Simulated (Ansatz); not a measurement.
Ansatz (a program for electronic structure) input:

Ansatz 0.2 input:
```yaml
crystal:
  periodic: [false, false, false]
  atoms:
    - {symbol: Si, position_ang: [-0.05702552, -0.21911255, -1.32115472]}
    - {symbol: N, position_ang: [-0.97348100, -0.47600610, -0.00031150]}
    - {symbol: Si, position_ang: [-2.25338122, -0.12679517, 0.96977879]}
    - {symbol: O, position_ang: [1.52440569, 0.22040091, -0.88884108]}
    - {symbol: Si, position_ang: [2.04821887, 0.39524296, 0.64182523]}
    - {symbol: H, position_ang: [0.16691334, -1.41349607, -2.20313851]}
    - {symbol: H, position_ang: [-0.47016835, 0.88105740, -2.26162014]}
    - {symbol: H, position_ang: [-3.09584945, 1.07134987, 0.59297593]}
    - {symbol: H, position_ang: [-3.28084424, -1.22568785, 1.09490593]}
    - {symbol: H, position_ang: [-1.88817131, 0.15167035, 2.40548942]}
    - {symbol: H, position_ang: [1.33845075, 1.44242651, 1.41964531]}
    - {symbol: H, position_ang: [3.47665946, 0.83016914, 0.56076515]}
    - {symbol: H, position_ang: [2.04276154, -0.85934710, 1.43759609]}
basis:
  gaussian:
    orbitals: def2-TZVPD
hamiltonian:
  xc: {name: B3LYP}
total_charge: -1
output: {forces: true}
```

Task: Predict the final energy.

Result: -1003.59396 Eh (B3LYP/def2-TZVPD). The basis has 278 functions.

It need not be the lowest isomer of its formula. Whether it binds its extra electron was not tested at this geometry.
